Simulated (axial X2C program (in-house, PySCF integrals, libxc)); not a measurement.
## Low determinants of Dy⁺

Computed with an in-house all-electron X2C program for linear molecules (integrals from PySCF), basis dyall-v3z (cores contracted in-house), spin-free (one-electron X2C) and two-component (2c, atomic mean-field Coulomb and Gaunt terms). Energies in eV from the lowest row of each column (rows without correlated energies are left out; n/a marks j-coupled starts, which PBE0 does not hold); electrons by l are Mulliken totals of the Hartree–Fock solution, and PBE0 can relax to another configuration under the same block occupation. Coupled cluster uses truncated natural virtuals with an MP2 remainder. Frozen shells in the correlated columns: 4 s, 3 p, 2 d.

The low spin-free determinants:

```json
{"electrons by l": "s11 p24 d20 f10", "M_S, M_L": "5/2, 5", "HF": "0.00", "MP2": "0.00", "PBE0": "0.06"}
{"electrons by l": "s11 p24 d20 f10", "M_S, M_L": "5/2, 6", "HF": "0.07", "MP2": "0.05", "PBE0": "0.36"}
{"electrons by l": "s11 p24 d20 f10", "M_S, M_L": "3/2, 5", "HF": "0.09", "MP2": "0.12", "PBE0": "0.20"}
{"electrons by l": "s11 p24 d20 f10", "M_S, M_L": "3/2, 6", "HF": "0.16", "MP2": "0.17", "PBE0": "0.50"}
{"electrons by l": "s11 p24 d20 f10", "M_S, M_L": "5/2, 3", "HF": "0.50", "MP2": "0.39", "PBE0": "0.00"}
{"electrons by l": "s11 p24 d20 f10", "M_S, M_L": "3/2, 3", "HF": "0.59", "MP2": "0.51", "PBE0": "0.14"}
{"electrons by l": "s11 p24 d20 f10", "M_S, M_L": "5/2, 0", "HF": "1.25", "MP2": "0.98", "PBE0": "0.31"}
{"electrons by l": "s11 p24 d20 f10", "M_S, M_L": "5/2, 1", "HF": "1.37", "MP2": "1.07", "PBE0": "0.39"}
```

And the two-component ones:

```tsv
electrons by l	2M_J	HF	MP2	PBE0
s11 p24 d20 f10	17	0.00	0.00	0.19
s11 p24 d20 f10	15	0.02	0.03	0.00
s11 p24 d20 f10	15	0.09	0.11	0.34
s11 p24 d20 f10	13	0.11	0.14	0.14
s11 p24 d20 f10	11	0.69	0.59	0.15
s11 p24 d20 f10	9	0.78	0.70	0.29
s11 p24 d20 f10	1	1.32	1.20	0.78
s11 p24 d20 f10	13	1.57	1.27	0.75
```

Spin-free rows of one term, and 2c rows of one J level, should be degenerate; broken spherical symmetry, the missing current term of PBE0 and determinants that mix terms or J levels spread them. The search is wide but not exhaustive and can miss a configuration; gaps between s and d configurations can be off by some tenths of an eV with this basis and core.

The run took 2.1 min on 1 thread of Arm Neoverse V2 (shared host).
